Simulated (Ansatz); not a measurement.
Reaction (cleavage of the Si–Al bond): `[SiH3]C[O][AlH][SiH3]` + `[OH][SnH]([F])[F]` → `[F][SnH]([F])[O][SiH3]` + `[AlH2][O]C[SiH3]`

Isolated molecules relaxed with PBE0-D4/def2-TZVP in Ansatz; ΔE leaves out vibrations. CCSD(T)/CBS is the MP2 limit (def2-TZVPP, def2-QZVPP) plus CCSD(T) − MP2 in def2-TZVPP, frozen cores. DFT in def2-TZVPP. B3LYP here is the variant with VWN-RPA as its local correlation; programs differ in this. def2 core potentials past Kr. For Sn outer-core shells are correlated without core-valence functions, which leaves a few kJ/mol of doubt a bond. Each species was taken in one conformer, which may not be the lowest.

(1) Is it downhill or uphill in electronic energy at CCSD(T)/CBS, and by how much? (An estimate is asked.)

(2) What do these levels give: B3LYP-D4, ωB97X-V, ωB97M-V, PBE, PBE0, HF/def2-TZVPP, MP2/def2-TZVPP, CCSD/def2-TZVPP, CCSD(T)/def2-TZVPP, MP2/def2-QZVPP, MP2/CBS(def2), CCSD/CBS(def2)? (An estimate is asked.)

Largest T1 diagnostic among the species: 0.015.

## Answers

(1) The calculation gave: Downhill: ΔE = -0.96 eV.

(2) Computed: B3LYP-D4 -0.93, ωB97X-V -0.92, ωB97M-V -0.97, PBE -0.63, PBE0 -0.74, HF/def2-TZVPP -1.27, MP2/def2-TZVPP -1.04, CCSD/def2-TZVPP -0.98, CCSD(T)/def2-TZVPP -0.94, MP2/def2-QZVPP -1.06, MP2/CBS(def2) -1.05, CCSD/CBS(def2) -1.00 eV.

In def2-TZVPP, CCSD(T) changes the Hartree–Fock value by +0.33 eV (the triples alone add +0.04 eV) and MP2 by +0.24 eV. From PBE to PBE0 (25 % exact exchange), in def2-TZVPP and without D4, ΔE moves by −0.11 eV.
